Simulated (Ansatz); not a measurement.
Reaction (redistribution): `[F][Sn]([Br])([Br])[Br]` + `ClC1(Br)O[SiH2]1` → `[Br][Sn]([Br])([Br])[Br]` + `FC1(Cl)O[SiH2]1`

Program: Ansatz. Geometries: PBE0-D4/def2-TZVP. ΔE: electronic, gas phase. CCSD(T)/CBS is the MP2 limit (def2-TZVPP, def2-QZVPP) plus CCSD(T) − MP2 in def2-TZVPP, frozen cores. Functionals use def2-TZVPP. def2 core potentials past Kr. For Br, Sn outer-core shells are correlated without core-valence functions, which leaves a few kJ/mol of doubt a bond. Scalar relativity is left out up to krypton.

```json
{"level": "r2SCAN0-D4", "ΔE (kJ/mol)": "-60.0"}
{"level": "PBE", "ΔE (kJ/mol)": "-48.6"}
{"level": "BHLYP", "ΔE (kJ/mol)": "-60.7"}
{"level": "SCS-MP2/def2-TZVPP", "ΔE (kJ/mol)": "-41.5"}
```

Task: What does CCSD(T)/CBS give? (Estimate.)

Result: Ansatz gave: -45.5 kJ/mol. The listed levels differ from it by -14.5, -3.1, -15.2, 4.0 kJ/mol.

Largest T1 diagnostic among the species: 0.014.

From r2SCAN to r2SCAN0 (25 % exact exchange), in def2-TZVPP and without D4, ΔE moves by −8.0 kJ/mol. In def2-TZVPP, CCSD(T) changes the Hartree–Fock value by +25.2 kJ/mol (the triples alone add +4.0 kJ/mol) and MP2 by +30.3 kJ/mol.

CCSD(T)/CBS has its own doubt, a few kJ/mol and more with outer-core shells, so smaller differences from it don't rank the levels.
